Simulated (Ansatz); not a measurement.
The same ligand exchange along the group F, Cl, Br.

Gas-phase electronic energies from Ansatz, PBE0-D4/def2-TZVP geometries. CCSD(T)/CBS is the MP2 limit (def2-TZVPP, def2-QZVPP) plus CCSD(T) − MP2 in def2-TZVPP, frozen cores. DFT in def2-TZVPP. Elements past krypton have def2 core potentials. For Br, Sn outer-core shells are correlated without core-valence functions, which leaves a few kJ/mol of doubt a bond. Scalar relativity is left out up to krypton. One conformer a species, not always the lowest.

| reaction | r2SCAN-D4 (kJ/mol) | ωB97M-V (kJ/mol) | CCSD(T)/CBS(def2) (kJ/mol) |
| --- | --- | --- | --- |
| `F[SiH2]C[SiH3]` + `[OH][Sn][O][SiH3]` → `[SiH3][O][Sn][O][SiH3]` + `C[SiH2]F` | -98 | -99 | -102 |
| `[SiH3]C[SiH2]Cl` + `[OH][Sn][O][SiH3]` → `[SiH3][O][Sn][O][SiH3]` + `C[SiH2]Cl` | -98 | -100 | -102 |
| `[SiH3]C[SiH2]Br` + `[OH][Sn][O][SiH3]` → `[SiH3][O][Sn][O][SiH3]` + `C[SiH2]Br` | -98 | -100 | -102 |

Largest T1 diagnostic: 0.016, for `[OH][Sn][O][SiH3]`.
